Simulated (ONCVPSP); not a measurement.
## Before and after: ONCV potential for B

ONCVPSP 4.0.1 input, shortened (lines: element, Z, core and valence counts, functional; n l f; lmax; l rc ep ncon nbas qcut; lloc lpopt rc5 dvloc0; l nproj debl; icmod fcfact rcfact), PBE, scalar-relativistic:

```
  B 5.00    1    2        4      upf
    1    0    2.00
    2    0    2.00
    2    1    1.00
    1
    0    1.40    0.00    5   10    4.00
    1    3.25    0.00    4    7    5.20
    4    5    1.20    0.00
    0    2    2.80
    1    2    0.50
    0    0.00    0.00
```

Change: p: qcut 3.1.

Cutoffs: the cutoffs (Ha) at which the residual kinetic energy of the hardest occupied pseudo-wave falls to 1 and 0.1 mHa per electron; they do not see the model core or the augmentation charge, which bear on the density cutoff. Errors are all-electron minus pseudo energies relative to the spin-unpolarised reference configuration.

Q: Predict the effect on cutoff, ghosts and configuration errors.

A: The potential gets neither clearly harder nor softer (21 Ha and 128 Ha → 21 Ha and 128 Ha); the s channel sets the loose cutoff, while the largest relative change is in p, which becomes softer; of the 4 tests that both files solve, the error grows in 4 and shrinks in 0 by more than 15 % and 0.3 meV (median size 66.1 → 148.0 meV); neither file shows a bound ghost.

| quantity | base | changed |
| --- | --- | --- |
| cutoff, loose | 21 Ha | 21 Ha |
| cutoff, tight | 128 Ha | 128 Ha |
| loose cutoff by channel | s 21 Ha, p 6.7 Ha | s 21 Ha, p 4.4 Ha |
| bound ghosts | none | none |
| GHOST(+) flags under 300 eV | none | none |
| error for 2s2 2p0, meV [ΔE 8.22 eV] | +87 | +188 |
| error for 2s1 2p0, meV [ΔE 33.64 eV] | +278 | +542 |
| error for 2s2 2p0.5, meV [ΔE 2.89 eV] | +13 | +30 |
| error for 2s0 2p3, meV [ΔE 11.72 eV] | -45 | -108 |
| s: phases at 1.42 bohr within 0.05 rad from the reference energy up to (Ha; the scan ends near 5) | to the end of the scan | to the end of the scan |
| p: phases at 3.30 bohr within 0.05 rad from the reference energy up to (Ha; the scan ends near 5) | 2.3 | 1.7 |
